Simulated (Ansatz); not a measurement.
Wavefunction ladder for `C[P+](C)(C)[AlH3-]`

```xyz
17

C     0.731    1.034    1.315
P    -0.014    0.007    0.016
C    -1.393    1.007   -0.613
C    -0.817   -1.349    0.920
Al    1.557   -0.729   -1.707
H     1.173    1.921    0.858
H    -0.006    1.339    2.061
H     1.529    0.471    1.802
H    -1.947    0.425   -1.352
H    -0.994    1.893   -1.109
H    -2.069    1.313    0.189
H    -0.050   -1.960    1.400
H    -1.509   -0.975    1.677
H    -1.358   -1.978    0.211
H     2.034    0.705   -2.251
H     2.584   -1.553   -0.787
H     0.549   -1.573   -2.631
```

The species carries charge 0 and has multiplicity 1. Geometry: relaxed with PBE0-D4/def2-TZVP. Frozen core, restricted reference, the Gaussian-basis code of Ansatz. CBS rows extrapolate triple and quadruple zeta; past MP2 they add the triple-zeta difference.

| basis | HF (Eh) | MP2 corr. | CCSD corr. | (T) | CCSD(T) total |
| --- | --- | --- | --- | --- | --- |
| def2-SVP | -702.98427 | -0.64430 | -0.72727 | -0.02061 | -703.73215 |
| def2-TZVPP | -703.32410 | -0.79751 | -0.87396 | -0.03288 | -704.23094 |
| def2-QZVPP | -703.34742 | -0.85062 | – | – | – |
| CBS(def2) | -703.35063 | -0.88997 | -0.96642 | as TZ | -704.34993 |
